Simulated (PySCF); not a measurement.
Si(NH2)4 (H8N4Si), SMILES N[Si](N)(N)N.

Geometry: B3LYP-D3(BJ)/def2-SVP. One conformer was computed; it need not be the lowest.

Vertical ionisation energy (IE) and electron affinity (EA) in eV. Rows of orbital energies are one-electron estimates. Where ΔSCF, EOM or ADC give a negative EA the extra electron is unbound and the value depends on the basis.

| level | IE | EA |
|---|---|---|
| −ε(HOMO), −ε(LUMO), PBE0/def2-TZVP (PySCF) | 6.76 | -0.78 |
| −ε(HOMO), −ε(LUMO), PBE/def2-TZVP (PySCF) | ___ | ___ |

Task: Complete the blanks. (An estimate is asked for; the answer gives what the named calculation found.)

Result: 
- −ε(HOMO), −ε(LUMO), PBE/def2-TZVP (PySCF), IE: 5.29
- −ε(HOMO), −ε(LUMO), PBE/def2-TZVP (PySCF), EA: 0.03
